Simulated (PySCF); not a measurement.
# Löwdin shares of the frontier orbitals

Compound: 2,4-difluoropyridine, C₅H₃F₂N.
Atom-mapped SMILES: `[F:1][c:2]1[cH:3][cH:4][n:5][c:6]([F:7])[cH:8]1` (hydrogens: H9 on C3; H10 on C4; H11 on C8)

Cartesian coordinates in Å at the GFN2-xTB level; atoms count from 1:
```
atom  x, y, z in Å
F1    -1.0132    2.2738    0.1249
C2    -0.4761    1.0489    0.0562
C3    -1.3050   -0.0616   -0.0200
C4    -0.6930   -1.3016   -0.0884
N5     0.6192   -1.4665   -0.0851
C6     1.3699   -0.3943   -0.0121
F7     2.6882   -0.6000   -0.0115
C8     0.9000    0.9106    0.0624
H9    -2.3763    0.0487   -0.0248
H10   -1.2736   -2.2106   -0.1490
H11    1.5652    1.7551    0.1215
```

The calculation used PySCF, TDDFT CAM-B3LYP/def2-SVPD, vertical, gas phase, core orbitals frozen in the response.

Kohn–Sham orbitals with the atoms that hold most of them (Löwdin shares over 4%, at most four atoms; ? is withheld):

```json
{"orbital": "HOMO-3", "ε (eV)": "-12.80", "atoms": "F1 29%, C2 16%, C3 16%, C8 11%"}
{"orbital": "HOMO-2", "ε (eV)": "-9.99", "atoms": "N5 22%, C2 21%, C8 19%, F1 13%"}
{"orbital": "HOMO-1", "ε (eV)": "-9.93", "atoms": "?"}
{"orbital": "HOMO", "ε (eV)": "-9.35", "atoms": "?"}
{"orbital": "LUMO", "ε (eV)": "-0.14", "atoms": "C4 24%, C8 18%, C2 18%, N5 16%"}
{"orbital": "LUMO+1", "ε (eV)": "0.25", "atoms": "C6 24%, C3 19%, C2 15%, N5 12%"}
{"orbital": "LUMO+2", "ε (eV)": "1.40", "atoms": "C3 18%, C2 16%, C4 16%, C8 12%"}
```

(1) Which atoms hold the HOMO, and with what shares?

(2) Which atoms hold the HOMO-1, and with what shares?

(3) How does S1 compare with the orbital gap of 9.21 eV?

(4) One configuration dominates each of S2 and S3. Which, and how do the shares of the two leading atoms of either orbital change from the occupied to the empty one?

Answers

(1) C3 (bonded to 2 C and H) 25%; C4 (bonded to C, N and H) 16%; C6 (bonded to C, F and N) 16%; C8 (bonded to 2 C and H) 16%.

(2) N5 (bonded to 2 C) 62%; C4 (bonded to C, N and H) 11%; C6 (bonded to C, F and N) 10%; C3 (bonded to 2 C and H) 5%. By element: nitrogen 62%, carbon 26% or more.

(3) S1 is at 5.70 eV (f = 0.031), 3.51 eV below the gap, made of HOMO→LUMO (62%), HOMO-2→LUMO+1 (21%), HOMO→LUMO+1 (9%). 

(4) 
- S2 (5.71 eV, f 0.0027), HOMO-1→LUMO (98%): N5 62% → 16%, C4 11% → 24%, C8 at most 5% → 18%
- S3 (6.07 eV, f 0.0009), HOMO-1→LUMO+1 (98%): N5 62% → 12%, C4 11% → at most 13%, C6 10% → 24%, C3 5% → 19%

Löwdin shares depend on the basis, the more so with diffuse functions.
